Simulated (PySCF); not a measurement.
**Radial density of Ca²⁺ (calcium, charge +2)**

M06-2X, [Ar], closed-shell 1S. Computed with PySCF 2.14 in pcseg-2 (6s4p3d, 33 functions), with no relativity, point nucleus.

```
r (bohr)  4πr²ρ (e/bohr)
 0.00151          0.1435
 0.00254          0.3899
 0.00427           1.029
 0.00718           2.591
  0.0121           6.026
  0.0203           12.28
  0.0342           20.10
  0.0575           23.34
  0.0967           18.49
   0.163           19.16
   0.274           24.33
   0.460           11.39
   0.774           6.588
    1.30           6.241
    2.19          0.9810
    3.68         0.01522
```
